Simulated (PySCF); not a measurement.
All values below come from M06-2X/def2-TZVP // PBE0-D3(BJ)/def2-SVP in PySCF. All species are isolated molecules in the gas phase. One relaxed conformer stands for a flexible species; it need not be the lowest. Delta-SCF ions had no search for a lower state. Excitations are Tamm–Dancoff values on a coarser integration grid. The basis has no diffuse functions, so Rydberg states are missing or too high.

Reference species (SMILES): `[C@]12(CC[C@H](CC2)C1)[SiH3]` (neutral, multiplicity 1).

- HOMO: -9.17 eV
- S1–T1 gap (TDA): 0.45 eV
- vertical ionisation energy (Delta-SCF): 9.97 eV

Changed species: `[SiH3][C@@H]1C[C@@H]2CC[C@H]1C2`.

Give the shifts of the HOMO, S1–T1 gap (TDA) and vertical ionisation energy (Delta-SCF).

the HOMO goes up by 0.11 eV, to -9.06 eV; the S1–T1 gap (TDA) decreases by 0.07 eV, to 0.38 eV; the vertical ionisation energy (Delta-SCF) falls by 0.06 eV, to 9.91 eV.
